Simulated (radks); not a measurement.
Question: Valence configurations of neutral thulium (all share [Xe]). All-electron calculation, Dirac Kohn-Sham, PBE, spin-unpolarised, spherical densities, point nucleus; open shells are shared between the two j in proportion to 2j + 1. Program: a radial shooting solver on a logarithmic mesh with Libxc functionals. Order these by energy: 4f11 6s1 6p3; 4f10 5d1 6s1 6p3; 4f11 6s2 6p2; 4f13 5d2; 4f10 6s2 6p3; 4f13 6s2; 4f12 6s2 6p1.

Answer: From the lowest, in eV above it: 4f13 6s2 0.000; 4f12 6s2 6p1 6.042; 4f13 5d2 6.208; 4f11 6s2 6p2 21.478; 4f11 6s1 6p3 26.036; 4f10 5d1 6s1 6p3 45.474; 4f10 6s2 6p3 47.617. NIST lists [Xe] 4f13 6s2 as the ground configuration; this level of theory agrees among the configurations tried. The energies are those of spherical spin-averaged densities, not of single terms. No valid solution was reached for [Xe] 4f13.5 6s1.5; [Xe] 4f14 6s1; [Xe] 4f14 6p1.
